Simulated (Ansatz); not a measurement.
A run of Ansatz (development build ahead of 0.2.0) on triplet CFeO at this shape:

```xyz
3

Fe    0.0000    0.0000    0.0000
C     0.0000    0.0000    1.7800
O     0.0000    0.0000    2.9300
```

Its results:

* Converged: yes
* Total energy: -1376.98919 hartree
* Spin squared of the determinant: 2.669
* Stability test: minimum

**Question.** Which input gives this output? Name the method, the orbitals and the basis set, and write the input.

**Answer.** r²SCAN (unrestricted) in pcseg-2.

```yaml
crystal:
  periodic: [false, false, false]
  atoms:
    - { symbol: Fe, position_ang: [0.0, 0.0, 0.0] }
    - { symbol: C, position_ang: [0.0, 0.0, 1.78] }
    - { symbol: O, position_ang: [0.0, 0.0, 2.93] }
basis:
  gaussian: { orbitals: pcseg-2 }
magnetization:
  spin_polarized: true
  initial_magnetization: 2
hamiltonian:
  xc: r2scan
```

Caution: other spin multiplicities were not run; the unrestricted determinant is spin contaminated.
